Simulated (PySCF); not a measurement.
## TcH3, quintet: computed properties

All numbers come from PySCF, UPBE0, basis Tc def2-TZVP with ECP28, H def2-TZVP (scalar-relativistic core potentials, no spin–orbit coupling, density fitting).

The structure is a minimum.

| Item | Value |
| --- | --- |
| Point group | C2v |
| Bond lengths | H–H 0.902 Å, Tc–H 1.717 Å, Tc–H 1.801 Å (×2) |
| Bond angles | H–H–Tc 75.5° (×2), H–Tc–H 29.0°, H–Tc–H 165.5° (×2) |
| Highest occupied level (β) | -5.93 eV |
| Atomisation energy without zero-point energy | 760 kJ/mol |
| Lowest empty level (β) | -2.18 eV |
| Entropy at 298.15 K and 1 bar (electronic part: spin only) | 250.2 J/(mol K) |
| Zero-point energy | 45.6 kJ/mol |
| Principal quadrupole moments (Buckingham, traceless) about the centre of mass | -5.16, 1.49, 3.66 D Å |
| Rotational constants | 41.12, 1.859, 1.778 cm⁻¹ |
| Heat capacity Cp at 298.15 K | 47.6 J/(mol K) |
| Spin squared ⟨S²⟩ | 6.033 |
| Dipole moment | 2.29 D |
| Rotational symmetry number | 2 |
| Enthalpy at 298.15 K above 0 K | 12.07 kJ/mol |
| Principal polarisabilities | 42.2, 47.3, 58.1 bohr³ |

Harmonic modes (masses in u: Tc 98.907, H 1.008):
```
symmetry  ω (cm⁻¹)  IR (km/mol)  μ (u)
      b1       166         94.9   1.03
      b2       610         26.1   1.03
      a1       932         56.9   1.03
      b2      1670          3.0   1.01
      a1      1793          320   1.01
      a1      2455          539   1.01
```

In C2v the vibrations span b1 + 2b2 + 3a1. Here b1 is antisymmetric to the molecular plane and b2 lies in it.

Charges (e):
```csv
atom,Mulliken,Löwdin,polar tensor,spin (Mulliken),Mayer order to Tc1
Tc1,0.15,0.05,0.35,4.24,–
H2,-0.15,-0.16,-0.38,-0.10,0.92
"H3,4",0.00,0.05,0.01,-0.07,0.47
```
Other Mayer orders above 0.3: H–H 0.49.

Mulliken populations on Tc1 (electrons outside its core potential): s 2.82, p 6.28, d 5.74, f 0.01.

Outer orbital energies (eV). α occupied: -13.93, -8.12, -8.02, -8.01, -8.01, -7.44, -6.45; empty: -1.21, -0.98, 1.11, 1.85. β occupied: -13.77, -7.57, -5.93; empty: -2.18, -1.97, -1.62, -1.57.

Other isomers or separated fragments may lie lower. Open d and f shells are described by one determinant, and the ground state may have another occupation or spin.

The final relaxation and frequency run took 29 s on 2 threads of a shared Arm Neoverse N1 host, with 58 basis functions and 11 gradients. Launch command: `OMP_NUM_THREADS=2 python axn.py task.json out`.
